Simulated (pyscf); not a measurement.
**F–AlH–F, singlet**

Gas-phase minimum from PySCF at ωB97X-D3(BJ)/def2-SVP, one conformer. 

```
Al
F 1 1.6578
F 1 1.6579 2 117.41
H 1 1.5597 2 121.26 3 179.94
```

Properties at ωB97X-D3(BJ)/def2-SVP:

```yaml
harmonic_wavenumbers_unscaled: 267, 509, 678, 800, 963, 2072 cm⁻¹
zero_point_energy: 7.6 kcal/mol
rotational_symmetry_number: 2
Entropy of this conformer at 298 K and 1 atm, rigid rotor and harmonic oscillator, modes under 100 cm⁻¹ raised to 100: 264.2 J/(mol K)
dipole_moment: 1.36 D
```

Single-point totals, which compare only within one level (frozen core for MP2 and CC):

```json
[
 {"level": "ωB97X-D3(BJ)/def2-TZVP", "total energy (hartree)": "-442.99312"},
 {"level": "PBE/def2-TZVP", "total energy (hartree)": "-442.63184"},
 {"level": "r²SCAN/def2-TZVP", "total energy (hartree)": "-442.85369"},
 {"level": "B3LYP-D3(BJ)/def2-TZVP", "total energy (hartree)": "-442.99159"},
 {"level": "PBE0-D3(BJ)/def2-TZVP", "total energy (hartree)": "-442.65422"},
 {"level": "M06-2X/def2-TZVP", "total energy (hartree)": "-442.87449"},
 {"level": "ωB97M-D3(BJ)/def2-TZVP", "total energy (hartree)": "-443.03664"},
 {"level": "HF/def2-TZVPP", "total energy (hartree)": "-441.62960"},
 {"level": "MP2/def2-TZVPP", "total energy (hartree)": "-442.21206"},
 {"level": "CCSD/def2-TZVPP", "total energy (hartree)": "-442.21804"},
 {"level": "CCSD(T)/def2-TZVPP", "total energy (hartree)": "-442.23371"}
]
```

The CCSD(T) − MP2 part came from Ansatz, without density fitting, on the same reference.
